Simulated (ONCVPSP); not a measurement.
**Before and after: ONCV potential for nitrogen (N)**

```json
{
 "Element": "nitrogen",
 "Generator": "ONCVPSP 4.0.1",
 "Type": "optimised norm-conserving Vanderbilt (ONCV)",
 "Functional": "revPBE",
 "Relativity": "non-relativistic",
 "Frozen core": "[He]",
 "Valence charge": "5",
 "Reference configuration": "2s2 2p2.5 (charge +0.5)",
 "Partial waves": "2s: rc 0.85 bohr, ncon 3, nbas 6, qcut 6.8 1/bohr, 2 projectors, debl 2 Ha; 2p: rc 2.15 bohr, ncon 4, nbas 8, qcut 6 1/bohr, 2 projectors, debl 2.1 Ha; d scattering state at 0.03 Ha: rc 1.85 bohr, ncon 4, nbas 8, qcut 4.9 1/bohr, 1 projector",
 "Local potential": "polynomial inside 0.70 bohr (lpopt 4, dvloc0 -1 Ha)",
 "Core correction": "Teter function, fcfact 1.5, rcfact 1.1"
}
```

Change: local potential polynomial inside 0.70 bohr (lpopt 4, dvloc0 5.5 Ha).

Cutoffs: the cutoffs (Ha) at which the residual kinetic energy of the hardest occupied pseudo-wave falls to 1 and 0.1 mHa per electron; they do not see the model core or the augmentation charge, which bear on the density cutoff. Errors are all-electron minus pseudo energies relative to the spin-unpolarised reference configuration.

Problem. What does the change do?

Solution. The potential gets neither clearly harder nor softer (46 Ha and 116 Ha → 46 Ha and 116 Ha); the errors of the 4 common tests hardly move; the range in which the d phases agree widens (upper end 2.6 → 4.3); neither file shows a bound ghost.

| quantity | base | changed |
| --- | --- | --- |
| cutoff, loose | 46 Ha | 46 Ha |
| cutoff, tight | 116 Ha | 116 Ha |
| bound ghosts | none | none |
| GHOST(+) flags under 300 eV | d at 77.2 eV | none |
| error for 2s2 2p3, meV [ΔE -5.07 eV] | +15 | +15 |
| error for 2s2 2p2, meV [ΔE 8.47 eV] | +32 | +32 |
| error for 2s2 2p1, meV [ΔE 37.26 eV] | +493 | +493 |
| error for 2s1 2p3, meV [ΔE 20.32 eV] | -81 | -81 |
| s: phases at 0.86 bohr within 0.05 rad from the reference energy up to (Ha; the scan ends near 5) | to the end of the scan | to the end of the scan |
| p: phases at 2.18 bohr within 0.05 rad from the reference energy up to (Ha; the scan ends near 5) | 4.4 | 4.5 |
| d: phases at 1.88 bohr within 0.05 rad from the reference energy up to (Ha; the scan ends near 5) | 2.6 | 4.3 |
| rms error of d²Exc/dni dnj with the model core, mHa | 1.34 | 1.34 |
